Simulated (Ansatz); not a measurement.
Input file for Ansatz (a quantum-chemistry and plane-wave program): U-wB97X-V/cc-pVTZ on C2H7B (SMILES BCC), a point of a bond scan (R = 1.645 Å).

Ansatz 0.2 input:
```yaml
crystal:
  periodic: [false, false, false]
  atoms:
    - {symbol: B, position_ang: [-0.74511678, 1.00969072, 0.73932318]}
    - {symbol: H, position_ang: [-1.05554184, 1.26984720, 1.86306207]}
    - {symbol: H, position_ang: [-1.14246163, 1.71786546, -0.13812402]}
    - {symbol: C, position_ang: [0.20447514, -0.18371935, 0.45381740]}
    - {symbol: C, position_ang: [0.38209057, -0.63740051, -0.99729133]}
    - {symbol: H, position_ang: [-0.14977825, -1.45282771, 1.43860403]}
    - {symbol: H, position_ang: [1.16986677, 0.17617641, 0.85720004]}
    - {symbol: H, position_ang: [0.67431348, 0.19819760, -1.63621306]}
    - {symbol: H, position_ang: [-0.55096305, -1.03917752, -1.39764403]}
    - {symbol: H, position_ang: [1.14266970, -1.41485196, -1.09439513]}
basis:
  gaussian:
    orbitals: cc-pVTZ
hamiltonian:
  xc: {name: wB97X-V}
magnetization: {spin_polarized: true, initial_magnetization: 0}
```

The head of its log:

```
WARN ansatz: RAYON_NUM_THREADS=1 ignored (pool sized by the plan → 1); use --threads N
Functional definition: wB97X-V
integrals: 0.10 GiB planned
960 factors; their error is unknown
integrals: 0.13 GiB planned
264 factors; integrals over basis functions are off by at most 1.9e-5 eV
mean field: 1.22 GiB planned
mean field evaluation 1: about -2858.9324 eV, gradient 2.5e1 eV
mean field evaluation 2: about -2860.1996 eV, gradient 2.0e1 eV
```

Question: Predict the final total energy.

Answer: -105.1809 hartree.
